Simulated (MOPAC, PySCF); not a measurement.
C$_{8}$H$_{13}$BO, SMILES `B[C@]12CC[C@H](CC1)[C@@H]2C=O`, neutral singlet in the gas phase. 

Z-matrix (Å, degrees):
```
C
C 1 1.5406
H 2 1.1003 1 111.22
H 2 1.1014 3 106.64 1 120.79
B 1 1.5491 2 121.48 3 63.95
H 5 1.2107 1 120.56 2 -32.39
H 5 1.2118 6 118.73 1 174.03
C 2 1.5496 3 113.57 4 122.52
H 8 1.0979 2 111.21 3 -119.45
H 8 1.1008 9 107.75 2 -124.07
C 8 1.5377 9 110.45 10 -121.55
H 11 1.0988 8 113.82 9 40.15
C 11 1.5307 12 114.43 8 -125.36
H 13 1.1006 11 112.16 12 76.09
H 13 1.1009 14 107.30 11 122.13
C 11 1.5319 12 115.80 8 118.53
H 16 1.1062 11 113.13 12 67.63
C 16 1.4995 17 106.65 1 -123.79
O 18 1.2029 16 125.69 17 -126.52
H 18 1.1239 19 120.37 16 179.96
C 13 1.5546 14 112.14 15 121.82
H 21 1.0997 13 113.15 14 4.40
H 21 1.1034 22 107.02 1 -122.24
```
Charge 0, spin multiplicity 1.

All levels are single points at this geometry (PBE0-D4/def2-SVP); Pople sets use spherical d functions. Orbital energies aren't observables, and empty levels follow the basis.

```
level                            HOMO (eV)  LUMO (eV)  gap (eV)  dipole (D)  vertical IE, Delta-SCF (eV)
-------------------------------  ---------  ---------  --------  ----------  ---------------------------
B3LYP-D3(BJ)/def2-TZVP in PySCF      -7.12      -1.69      5.43        2.50                         9.39
PBE-D3(BJ)/def2-TZVP in PySCF        -5.79      -2.45      3.34        2.41                            –
PBE0-D4/def2-TZVP in PySCF           -7.33      -1.46      5.87        2.51                         9.41
B3LYP/3-21G in PySCF                 -6.60      -1.32      5.28        2.27                            –
B3LYP/6-311+G** in PySCF             -7.16      -1.73      5.43        2.60                            –
B3LYP/6-31G* in PySCF                -6.81      -1.24      5.56        2.35                         9.22
M06-2X/6-31G* in PySCF               -8.66      -0.15      8.51        2.39                            –
PBE/6-31G* in PySCF                  -5.44      -2.06      3.38        2.28                            –
HF/3-21G in PySCF                   -10.90       2.65     13.55        2.65                            –
HF/6-31G* in PySCF                  -11.09       2.79     13.88        2.69                         8.39
HF/STO-3G in PySCF                   -8.80       6.80     15.60        1.70                            –
AM1 in MOPAC                        -10.35       1.07     11.43        2.33                            –
PM6 in MOPAC                         -9.84      -0.46      9.38        3.19                            –
```
